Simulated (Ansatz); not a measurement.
Basis-set series for ClH₄N₂STa, SMILES `[NH2][Ta]([NH2])(=[S])[Cl]`. Total charge 0; spin multiplicity 1. Ta: def2 effective core potential. The structure was optimised at the PBE0-D4/def2-TZVP level. It is one conformer, not always the lowest.

```csv
functional,basis,functions,energy (Eh),HOMO (eV),LUMO (eV)
PBE0-D4,def2-TZVPP,258,-1027.20542,-7.49,-1.46
PBE0-D4,def2-QZVPP,455,-1027.23834,-7.53,-1.53
ωB97M-V,def2-TZVPP,258,-1027.44868,-9.59,0.62
ωB97M-V,def2-QZVPP,455,-1027.48000,-9.63,0.47
```

(1) Give the rows for def2-SVP. (Estimate.)

Answers

(1) Ansatz gave: 
```
functional     basis  functions  energy (Eh)  HOMO (eV)  LUMO (eV)
   PBE0-D4  def2-SVP        116  -1026.75913      -7.49      -1.38
   ωB97M-V  def2-SVP        116  -1026.99952      -9.55       0.75
```

Positive LUMOs are unbound and depend on the basis.
